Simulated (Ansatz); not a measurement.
Harmonic vibrations of CH$_{4}$AlB$_{2}$Cl, SMILES `Cl[B]1B[CH2][AlH]1` by finite differences.

```yaml
crystal:
  periodic: [false, false, false]
  atoms:
    - {symbol: Cl, position_ang: [-1.787629, -2.633807, 0.360748]}
    - {symbol: B, position_ang: [-0.850429, -1.190338, 0.371268]}
    - {symbol: B, position_ang: [0.753091, -0.754327, 0.147366]}
    - {symbol: C, position_ang: [0.795455, 0.522769, -0.644227]}
    - {symbol: Al, position_ang: [-0.863073, 0.914042, 0.442925]}
    - {symbol: H, position_ang: [1.698721, -1.092664, 0.803692]}
    - {symbol: H, position_ang: [1.683897, 1.078432, -0.923501]}
    - {symbol: H, position_ang: [-0.021475, 0.725347, -1.393557]}
    - {symbol: H, position_ang: [-1.320059, 2.384247, 0.818285]}
basis:
  gaussian: {orbitals: def2-TZVP}
hamiltonian: {xc: pbe0, dispersion: d4}
phonons: {temperatures: {t_min: 298.15, t_max: 900, t_step: 200}}
```

```sh
$ ansatz run in.yaml --threads 2 --pin off --events-out ev --progress --plain --max-ram 4352MiB
```

Shortened log:

```
Functional definition: PBE0
mean field -21564.30178854 eV, -792.4734739201 hartree, gradient 3.4e-5 eV, S^2 0.000000; 0 other end points of the search recorded, 0 dependent functions left out
mean field -21564.30172643 eV, -792.4734716375 hartree, gradient 1.7e-6 eV, S^2 0.000000; 0 other end points of the search recorded, 0 dependent functions left out
mean field -21564.30179890 eV, -792.4734743010 hartree, gradient 2.3e-6 eV, S^2 0.000000; 0 other end points of the search recorded, 0 dependent functions left out
mean field -21564.30168166 eV, -792.4734699923 hartree, gradient 2.0e-6 eV, S^2 0.000000; 0 other end points of the search recorded, 0 dependent functions left out
mean field -21564.30178552 eV, -792.4734738090 hartree, gradient 2.8e-6 eV, S^2 0.000000; 0 other end points of the search recorded, 0 dependent functions left out
mean field -21564.30179129 eV, -792.4734740212 hartree, gradient 2.0e-6 eV, S^2 0.000000; 0 other end points of the search recorded, 0 dependent functions left out
mean field -21564.30178226 eV, -792.4734736892 hartree, gradient 2.2e-6 eV, S^2 0.000000; 0 other end points of the search recorded, 0 dependent functions left out
mean field -21564.30172654 eV, -792.4734716418 hartree, gradient 2.3e-6 eV, S^2 0.000000; 0 other end points of the search recorded, 0 dependent functions left out
mean field -21564.30170668 eV, -792.4734709120 hartree, gradient 2.3e-6 eV, S^2 0.000000; 0 other end points of the search recorded, 0 dependent functions left out
mean field -21564.30169972 eV, -792.4734706560 hartree, gradient 2.3e-6 eV, S^2 0.000000; 0 other end points of the search recorded, 0 dependent functions left out
mean field -21564.30169924 eV, -792.4734706384 hartree, gradient 2.3e-6 eV, S^2 0.000000; 0 other end points of the search recorded, 0 dependent functions left out
mean field -21564.30177266 eV, -792.4734733364 hartree, gradient 2.2e-6 eV, S^2 0.000000; 0 other end points of the search recorded, 0 dependent functions left out
mean field -21564.30176959 eV, -792.4734732238 hartree, gradient 2.3e-6 eV, S^2 0.000000; 0 other end points of the search recorded, 0 dependent functions left out
mean field -21564.30168709 eV, -792.4734701917 hartree, gradient 2.3e-6 eV, S^2 0.000000; 0 other end points of the search recorded, 0 dependent functions left out
mean field -21564.30167565 eV, -792.4734697717 hartree, gradient 1.1e-6 eV, S^2 0.000000; 0 other end points of the search recorded, 0 dependent functions left out
mean field -21564.30169946 eV, -792.4734706465 hartree, gradient 1.6e-6 eV, S^2 0.000000; 0 other end points of the search recorded, 0 dependent functions left out
mean field -21564.30169952 eV, -792.4734706488 hartree, gradient 2.3e-6 eV, S^2 0.000000; 0 other end points of the search recorded, 0 dependent functions left out
mean field -21564.30173174 eV, -792.4734718328 hartree, gradient 2.3e-6 eV, S^2 0.000000; 0 other end points of the search recorded, 0 dependent functions left out
mean field -21564.30171723 eV, -792.4734712994 hartree, gradient 1.3e-6 eV, S^2 0.000000; 0 other end points of the search recorded, 0 dependent functions left out
mean field -21564.30164444 eV, -792.4734686244 hartree, gradient 2.3e-6 eV, S^2 0.000000; 0 other end points of the search recorded, 0 dependent functions left out
mean field -21564.30162303 eV, -792.4734678376 hartree, gradient 2.3e-6 eV, S^2 0.000000; 0 other end points of the search recorded, 0 dependent functions left out
mean field -21564.30170446 eV, -792.4734708304 hartree, gradient 2.3e-6 eV, S^2 0.000000; 0 other end points of the search recorded, 0 dependent functions left out
mean field -21564.30165771 eV, -792.4734691123 hartree, gradient 1.3e-6 eV, S^2 0.000000; 0 other end points of the search recorded, 0 dependent functions left out
mean field -21564.30167709 eV, -792.4734698244 hartree, gradient 1.8e-6 eV, S^2 0.000000; 0 other end points of the search recorded, 0 dependent functions left out
mean field -21564.30171101 eV, -792.4734710711 hartree, gradient 2.3e-6 eV, S^2 0.000000; 0 other end points of the search recorded, 0 dependent functions left out
mean field -21564.30176749 eV, -792.4734731466 hartree, gradient 2.4e-6 eV, S^2 0.000000; 0 other end points of the search recorded, 0 dependent functions left out
mean field -21564.30174760 eV, -792.4734724157 hartree, gradient 1.6e-6 eV, S^2 0.000000; 0 other end points of the search recorded, 0 dependent functions left out
mean field -21564.30173246 eV, -792.4734718591 hartree, gradient 2.8e-6 eV, S^2 0.000000; 0 other end points of the search recorded, 0 dependent functions left out
mean field -21564.30169914 eV, -792.4734706348 hartree, gradient 2.7e-6 eV, S^2 0.000000; 0 other end points of the search recorded, 0 dependent functions left out
mean field -21564.30176442 eV, -792.4734730337 hartree, gradient 1.7e-6 eV, S^2 0.000000; 0 other end points of the search recorded, 0 dependent functions left out
mean field -21564.30177329 eV, -792.4734733596 hartree, gradient 1.4e-6 eV, S^2 0.000000; 0 other end points of the search recorded, 0 dependent functions left out
mean field -21564.30173983 eV, -792.4734721301 hartree, gradient 1.5e-6 eV, S^2 0.000000; 0 other end points of the search recorded, 0 dependent functions left out
mean field -21564.30174277 eV, -792.4734722382 hartree, gradient 1.2e-6 eV, S^2 0.000000; 0 other end points of the search recorded, 0 dependent functions left out
mean field -21564.30177847 eV, -792.4734735501 hartree, gradient 1.8e-6 eV, S^2 0.000000; 0 other end points of the search recorded, 0 dependent functions left out
mean field -21564.30177298 eV, -792.4734733483 hartree, gradient 1.8e-6 eV, S^2 0.000000; 0 other end points of the search recorded, 0 dependent functions left out
mean field -21564.30175988 eV, -792.4734728667 hartree, gradient 1.8e-6 eV, S^2 0.000000; 0 other end points of the search recorded, 0 dependent functions left out
mean field -21564.30176783 eV, -792.4734731589 hartree, gradient 1.7e-6 eV, S^2 0.000000; 0 other end points of the search recorded, 0 dependent functions left out
mean field -21564.30171196 eV, -792.4734711057 hartree, gradient 2.3e-6 eV, S^2 0.000000; 0 other end points of the search recorded, 0 dependent functions left out
mean field -21564.30170873 eV, -792.4734709872 hartree, gradient 2.5e-6 eV, S^2 0.000000; 0 other end points of the search recorded, 0 dependent functions left out
mean field -21564.30175356 eV, -792.4734726346 hartree, gradient 2.0e-6 eV, S^2 0.000000; 0 other end points of the search recorded, 0 dependent functions left out
mean field -21564.30175427 eV, -792.4734726608 hartree, gradient 1.6e-6 eV, S^2 0.000000; 0 other end points of the search recorded, 0 dependent functions left out
mean field -21564.30177164 eV, -792.4734732989 hartree, gradient 1.9e-6 eV, S^2 0.000000; 0 other end points of the search recorded, 0 dependent functions left out
mean field -21564.30177339 eV, -792.4734733635 hartree, gradient 1.6e-6 eV, S^2 0.000000; 0 other end points of the search recorded, 0 dependent functions left out
mean field -21564.30174861 eV, -792.4734724527 hartree, gradient 2.3e-6 eV, S^2 0.000000; 0 other end points of the search recorded, 0 dependent functions left out
mean field -21564.30173512 eV, -792.4734719571 hartree, gradient 1.1e-6 eV, S^2 0.000000; 0 other end points of the search recorded, 0 dependent functions left out
mean field -21564.30177587 eV, -792.4734734545 hartree, gradient 2.2e-6 eV, S^2 0.000000; 0 other end points of the search recorded, 0 dependent functions left out
mean field -21564.30178071 eV, -792.4734736324 hartree, gradient 1.5e-6 eV, S^2 0.000000; 0 other end points of the search recorded, 0 dependent functions left out
mean field -21564.30174975 eV, -792.4734724948 hartree, gradient 2.4e-6 eV, S^2 0.000000; 0 other end points of the search recorded, 0 dependent functions left out
mean field -21564.30173414 eV, -792.4734719208 hartree, gradient 2.9e-6 eV, S^2 0.000000; 0 other end points of the search recorded, 0 dependent functions left out
mean field -21564.30177566 eV, -792.4734734468 hartree, gradient 1.9e-6 eV, S^2 0.000000; 0 other end points of the search recorded, 0 dependent functions left out
mean field -21564.30178967 eV, -792.4734739616 hartree, gradient 1.7e-6 eV, S^2 0.000000; 0 other end points of the search recorded, 0 dependent functions left out
mean field -21564.30176454 eV, -792.4734730382 hartree, gradient 1.3e-6 eV, S^2 0.000000; 0 other end points of the search recorded, 0 dependent functions left out
mean field -21564.30174116 eV, -792.4734721789 hartree, gradient 1.7e-6 eV, S^2 0.000000; 0 other end points of the search recorded, 0 dependent functions left out
mean field -21564.30178969 eV, -792.4734739625 hartree, gradient 2.3e-6 eV, S^2 0.000000; 0 other end points of the search recorded, 0 dependent functions left out
mean field -21564.30177940 eV, -792.4734735843 hartree, gradient 2.6e-6 eV, S^2 0.000000; 0 other end points of the search recorded, 0 dependent functions left out
Total energy: -21564.48433966 eV, -792.4801825500 hartree
Atom 0 at    -1.787629    -2.633807     0.360748 Å, force    -0.001798    -0.002728    -0.000292 eV/Å
Atom 1 at    -0.850429    -1.190338     0.371268 Å, force     0.003445     0.002955    -0.000130 eV/Å
Atom 2 at     0.753091    -0.754327     0.147366 Å, force     0.001217    -0.004135     0.000274 eV/Å
Atom 3 at     0.795455     0.522769    -0.644227 Å, force     0.000312     0.003086    -0.001920 eV/Å
Atom 4 at    -0.863073     0.914042     0.442925 Å, force    -0.001197     0.003590     0.000223 eV/Å
Atom 5 at     1.698721    -1.092664     0.803692 Å, force    -0.001599     0.001020    -0.000683 eV/Å
Atom 6 at     1.683897     1.078432    -0.923501 Å, force    -0.001192    -0.000901     0.000693 eV/Å
Atom 7 at    -0.021475     0.725347    -1.393557 Å, force     0.000680    -0.001985     0.001807 eV/Å
Atom 8 at    -1.320059     2.384247     0.818285 Å, force     0.000131    -0.000901     0.000028 eV/Å
Dipole moment:    -0.056050     0.317745    -0.054374 e Å
Vibrations: 130.36 207.97 286.96 332.66 401.22 455.85 468.13 514.10 557.88 683.00 766.92 857.36 893.12 1004.01 1089.29 1182.63 1437.81 1919.70 2592.81 2777.48 3200.44 cm⁻¹, zero-point energy 1.348929 eV
```

It took 2.5 min on 2 threads of an INTEL XEON PLATINUM 8581C on a shared host, with 0.5 GiB of host memory at the peak.
